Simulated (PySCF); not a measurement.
**Computed structure and properties of Pr(OH)3**

System: Pr(OH)3 (singlet in the valence; each metal's 4f electrons, 2 of them, lie in its core potential, out of spins and levels); start: template (C3v). Method: PySCF 2.14.0, RKS TPSS, Pr lcecp-1-SVP with ECP48, O def2-SVP, H def2-SVP; non-relativistic Hamiltonian with scalar-relativistic core potentials where named; density fitting; no spin-orbit coupling.

Input of the relaxation:

```python
mol = gto.M(atom='''
Pr     0.00000     0.00000    -0.00551
O      2.23078     0.00001    -0.00551
H      3.13083     0.00002     0.34449
O     -1.11540     1.93191    -0.00551
H     -1.56543     2.71137     0.34449
O     -1.11538    -1.93192    -0.00551
H     -1.56540    -2.71139     0.34449''',
    basis={'Pr': 'lcecp-1-SVP', 'O': 'def2-SVP', 'H': 'def2-SVP'},
    ecp={'Pr': 'lcecp-1-SVP'},
    charge=0, spin=0)
mf = dft.RKS(mol, xc='TPSS')
mf.grids.atom_grid = (50, 194)  # f atoms: unpruned, at least (60, 302)
mf = mf.density_fit()  # fitting sets: Pr AutoAux, O def2-universal-JKFIT, H def2-universal-JKFIT
mf.conv_tol = 1e-08; mf.max_cycle = 55
mf.kernel(dm0)  # dm0: converged density of the start geometry
# quasi-Newton relaxation in Cartesian coordinates to a largest gradient under 0.00045 Eh/bohr, steps kept in the point group
```

Run from Python with OMP_NUM_THREADS=2; the lines above give its settings. Where DIIS fails, smearing, a level shift and second-order steps follow.
It took 2.2 min on 2 threads of Intel(R) Xeon(R) Processor @ 2.50GHz (Skylake/Cascade Lake) (shared host), from the converged density of the start.

Course of the relaxation:

| step | energy above end (eV) | largest force component within the symmetry (eV/Å) |
| --- | --- | --- |
| 0 | 0.2877 | 1.439 |
| 1 | 0.1194 | 0.574 |
| 2 | 0.0439 | 0.434 |
| 3 | 0.0095 | 0.498 |
| 4 | 0.0019 | 0.086 |
| 5 | 0.0002 | 0.041 |
| 6 | 0.0001 | 0.013 |
| 7 | 0.0000 | 0.010 |

Relaxed geometry (C3v):

```xyz
7

Pr    0.0000    0.0000   -0.3376
O     2.1056    0.0000    0.0655
H     3.0185    0.0000    0.3842
O    -1.0528    1.8235    0.0655
H    -1.5092    2.6141    0.3842
O    -1.0528   -1.8235    0.0655
H    -1.5092   -2.6141    0.3842
```

```
    contact      Å
Pr1–O2 (OH)  2.144
Pr1–O4 (OH)  2.144
Pr1–O6 (OH)  2.144
```

On the finer grid (75, 302):

The HOMO is -5.83 eV, the LUMO is -1.67 eV and the dipole about the centre of mass is 1.33 D. The set of Mulliken populations of Pr1 outside the core potential is s 2.11, p 6.28, d 1.48, f 0.11 and the D3(BJ) dispersion energy (not in the energies) is -0.119 eV.

```json
{"atom": "Pr1", "Mulliken (e)": "1.02", "Löwdin (e)": "0.71", "spin (e)": "0.00"}
{"atom": "O2", "Mulliken (e)": "-0.51", "Löwdin (e)": "-0.32", "spin (e)": "0.00"}
{"atom": "H3", "Mulliken (e)": "0.17", "Löwdin (e)": "0.08", "spin (e)": "0.00"}
{"atom": "O4", "Mulliken (e)": "-0.51", "Löwdin (e)": "-0.32", "spin (e)": "0.00"}
{"atom": "H5", "Mulliken (e)": "0.17", "Löwdin (e)": "0.08", "spin (e)": "0.00"}
{"atom": "O6", "Mulliken (e)": "-0.51", "Löwdin (e)": "-0.32", "spin (e)": "0.00"}
{"atom": "H7", "Mulliken (e)": "0.17", "Löwdin (e)": "0.08", "spin (e)": "0.00"}
```

The 4f levels lie in the core potential and are missing. Their spin isn't counted.

No frequency check is given for this geometry.

Taking off one OH (charge -1, singlet; the rest: singlet) in vacuum, both parts rigid, costs 10.72 eV; the small basis without counterpoise inflates it. Most of it is the attraction of opposite charges; other ways to part are cheaper, and one spin state was tried for the rest.

Rigid scan of OH along the line from its metal:

distance to O2 (Å), energy (eV) and a bar:
```
     1.84      1.254 #########
     1.94      0.483 ####
     2.04      0.106 #
     2.14      0.000 
     2.24      0.078 #
     2.34      0.276 ##
     2.54      0.865 ######
     2.84      1.882 ##############
     3.24      3.089 ######################
     3.74      4.138 ##############################
```

One start shape was tried, so this needn't be the lowest isomer.

An lcecp potential fixes the number of 4f electrons, so in runs with it no electron can move into or out of that shell.
